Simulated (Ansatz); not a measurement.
Start from `CC(C)[O][AlH2]` and change one atom or group to get `C[CH](C)[Ge][F]`.

Ansatz, PBE0-D4/def2-TZVP geometries, multiplicity 1. Each molecule was computed in one conformer, which needn't be the lowest.

Scalar relativity is left out up to krypton.

```json
{"property": "HOMO energy (PBE/def2-TZVPP) / eV", "`CC(C)[O][AlH2]`": "-6.42"}
{"property": "LUMO energy (PBE0/def2-TZVPP) / eV", "`CC(C)[O][AlH2]`": "-0.90"}
{"property": "zero-point energy (PBE0-D4/def2-TZVP) / kJ/mol", "`CC(C)[O][AlH2]`": "293.3"}
{"property": "ideal-gas entropy at 298 K and 1 bar (rigid rotor, harmonic PBE0-D4/def2-TZVP) / J/(mol·K)", "`CC(C)[O][AlH2]`": "359"}
{"property": "HOMO energy (PBE0/def2-TZVPP) / eV", "`CC(C)[O][AlH2]`": "-7.82"}
{"property": "HOMO energy (ωB97M-V/def2-TZVPP) / eV", "`CC(C)[O][AlH2]`": "-10.12"}
```

**Question.** What does the change do to each property? (An estimate is asked.)

**Answer.** Computed: 
```tsv
property	`C[CH](C)[Ge][F]`	shift
HOMO energy (PBE/def2-TZVPP) / eV	-5.33	1.09
LUMO energy (PBE0/def2-TZVPP) / eV	-2.36	-1.46
zero-point energy (PBE0-D4/def2-TZVP) / kJ/mol	248.0	-45.3
ideal-gas entropy at 298 K and 1 bar (rigid rotor, harmonic PBE0-D4/def2-TZVP) / J/(mol·K)	367	8
HOMO energy (PBE0/def2-TZVPP) / eV	-6.42	1.40
HOMO energy (ωB97M-V/def2-TZVPP) / eV	-8.53	1.59
```

With PBE0 the HOMO rises by 1.40 eV and the LUMO falls by 1.46 eV, so the gap narrows by about 2.86 eV. PBE moves the HOMO by 1.09 eV and ωB97M-V by 1.59 eV. The zero-point energy changes by -45.3 kJ/mol with -6 modes. Modes under 60 cm⁻¹, often nearly free rotors, make the harmonic entropy too high.
